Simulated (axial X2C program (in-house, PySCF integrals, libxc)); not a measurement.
## Potential curves of TeS⁺, scalar-relativistic

Computed with an in-house relativistic program for diatomic molecules. Spin-free means the one-electron spin-free X2C Hamiltonian. Basis: Te dyall-cv3z [11s12p8d4f1g], S dyall-av3z [9s8p3d2f] (cores contracted in-house); Gaussian nuclei, density fitting, unrestricted open shells. Masses: Te 129.906 u, S 31.972 u.

State: M_S = 1/2, Λ = 1 (beyond evenly filled blocks: π+α). Energies in kJ/mol from the fragments at the same level (Te+ + S). Fits are polynomials in 1 − R0/R over 0.85 to 1.23 times the lowest point R0.

```csv
R (Å),CCSD,CCSD(T),HF
1.8827,,,105.06
1.9692,-191.57,-216.96,13.52
2.0342,-231.74,-258.72,-30.66
2.0991,-252.42,-280.63,-59.30
2.1640,-258.93,-287.69,-75.78
2.2397,-254.20,-282.53,-83.28
2.3155,-241.05,-267.93,-81.53
2.4129,-217.48,-241.72,-70.37
2.5319,,,-50.78
2.7050,,,-27.04
```

Correlated methods: 11 electrons correlated (number of frozen shells: Te 4 s, 3 p, 2 d; S 2 s, 1 p), 251 virtual spin orbitals or spinors in MP2, 90 natural virtuals in coupled cluster.

The state is a single determinant with fixed occupations, the lowest that a limited PBE0 search found. Dissociation energies refer to the lowest single-determinant-based atoms at the same level and basis. Coupled cluster ran in a truncated set of natural virtual spinors; the MP2 energy of the rest was added. (T) has no such correction and the atoms are truncated less, which lowers De at CCSD(T) by a hundredth of an eV or more. The determinant is spin-polarised beyond a pure state at some levels (its spin-free form has ⟨S²⟩ too high), which makes Re and μ there less reliable. The T1 diagnostic is large, a sign of multireference character. With the outer-core shells frozen, correlated bond lengths of heavy atoms tend to come out a few hundredths of an ångström too long. Coupled cluster ran on the points near the minimum only. MP2 and coupled cluster on one determinant become unreliable at the stretched end.

(1) Fit the CCSD curve near its minimum: give the equilibrium distance, the harmonic wavenumber and the well depth.

(2) Fit the CCSD(T) curve near its minimum: give the equilibrium distance, the harmonic wavenumber and the well depth.

(3) What are Re, ωe and De at the HF level?

## Answers

(1) At CCSD, spin-free: Re = 2.170 Å, ωe ≈ 498 cm⁻¹, De = 2.68 eV to Te+ + S; Be follows as 0.14 cm⁻¹.

(2) At CCSD(T), spin-free: Re = 2.170 Å, ωe ≈ 520 cm⁻¹, De = 2.98 eV to Te+ + S; Be follows as 0.139 cm⁻¹.

(3) At HF, spin-free: Re = 2.260 Å, ωe ≈ 401 cm⁻¹, De = 0.87 eV to Te+ + S; Be follows as 0.129 cm⁻¹.
